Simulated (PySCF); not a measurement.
Work out the structure from these simulated measurements.

Elements present: C, F and H. Monoisotopic mass: 134.0343 u.

| Item | Value |
| --- | --- |
| Rotational structure | rotational constants A, B, C: 4.107, 0.672, 0.668 GHz [PBE0-D3(BJ)/def2-SVP] |
| Valence photoelectron | vertical ionisation energy: 10.10 eV [ΔSCF CAM-B3LYP/def2-SVPD] |
| UV, first state | lowest singlet excitation: 5.94 eV (209 nm, f = 0.000) [TDDFT CAM-B3LYP/def2-SVPD] |
| 13C NMR | chemical shifts (computed TMS as zero) by class: 119.4 (1 C), 97.6 (1 C), 68.6 (1 C), 11.5 (2 C), 0.4 (1 C) ppm [GIAO PBE0/pcSseg-1] |
| Triplet | lowest triplet excitation (Tamm–Dancoff): 5.06 eV [TDA CAM-B3LYP/def2-SVPD] |
| 1H NMR | chemical shifts (computed TMS as zero) by class: 1.21 (1 H), 0.89 (2 H), 0.83 (2 H) ppm [GIAO PBE0/pcSseg-1] |

The electronic properties come from PySCF, for the isolated species, density fitting. Levels stand in brackets. Isolated species at its PBE0-D3(BJ)/def2-SVP geometry, gas phase. Each NMR value is the plain mean over a class of atoms that symmetry, rotation or inversion makes alike.

Q: Which formula fits the mass and the elements?

A: C6H5F3 (calculated 134.0343). No other formula that holds each of these elements comes within 0.0003 u with a fitting electron parity and a possible valence count.

Q: Propose a structure and show how it fits.

A: Numbering: `[F:1][C:2]([F:3])([F:4])[C:5]#[C:6][CH:7]1[CH2:8][CH2:9]1`. Its formula, C6H5F3, gives 3 degrees of unsaturation: 1 ring and 2 π bonds in the structure found. 6 carbons fall into 5 classes; from least to most shielded: CF3 carbon [C2] (119.4 ppm), alkyne carbon [C6] (97.6 ppm), alkyne carbon [C5] (68.6 ppm), three-membered-ring carbon [C8/C9] (11.5 ppm, 2 C), propargylic carbon [C7] (0.4 ppm). Hydrogen classes from least to most shielded: 1 H on a propargylic carbon, C7 (1.21 ppm), 2 H on 2 three-membered-ring carbons, C8/C9 (0.89 ppm), 2 H on 2 three-membered-ring carbons, C8/C9 (0.83 ppm). The first electron is taken from the HOMO, whose largest Löwdin shares are 0.31 on an alkyne carbon, 0.24 on an alkyne carbon, 0.15 on the propargylic carbon and 0.09 on a three-membered-ring carbon. By its constants the optimised geometry is a nearly prolate symmetric top. Structure: `FC(F)(F)C#CC1CC1`. Computed isomers that give other values at the same levels: `C#C[C@H](C)C(F)=C(F)F` (rotational constant A: 2.134 GHz; this holds for the one conformer computed); `C=C/C=C\C(F)=C(F)F` (13C chemical shifts (computed TMS as zero) by class: 162.7 (1 C), 142.0 (1 C), 137.3 (1 C), 136.7 (1 C), 129.8 (1 C), 117.7 (1 C) ppm). The assignments are read from this structure; whether some other isomer fits the data as well wasn't checked.
